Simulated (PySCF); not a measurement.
C5H10OSSi2, SMILES CO[SiH2][SiH2]c1cccs1 (GFN2-xTB optimised geometry):

```
19

C     -4.946    -3.407     2.555
O     -3.933    -2.943     1.719
Si    -2.959    -1.663     1.946
Si    -1.713    -1.799     0.020
C     -0.520    -0.351     0.000
C      0.843    -0.351     0.000
C      1.420     0.937     0.000
C      0.485     1.919     0.001
S     -1.112     1.281     0.002
H     -5.411    -4.272     2.081
H     -4.542    -3.703     3.526
H     -5.702    -2.635     2.715
H     -3.762    -0.441     2.135
H     -2.230    -1.800     3.221
H     -0.847    -2.982    -0.115
H     -2.480    -1.717    -1.235
H      1.418    -1.260    -0.003
H      2.480     1.121    -0.002
H      0.628     2.982    -0.003
```

Computed with CAM-B3LYP/def2-SVP (PySCF).

**Question.** What are the frontier orbital energies and the dipole moment?

**Answer.** HOMO-2 -9.41 eV, HOMO-1 -8.40 eV, HOMO -7.92 eV, LUMO 0.64 eV, LUMO+1 1.01 eV; dipole moment 1.02 D.

Meta-Löwdin charges at CAM-B3LYP/def2-SVP: C1 -0.06, O2 -0.61, Si3 0.65, Si4 0.40, C5 -0.34, C6 -0.12, C7 -0.13, C8 -0.23, S9 0.24, H10 0.11, H11 0.09, H12 0.09, H13 -0.13, H14 -0.13, H15 -0.09, H16 -0.09, H17 0.11, H18 0.11, H19 0.12.
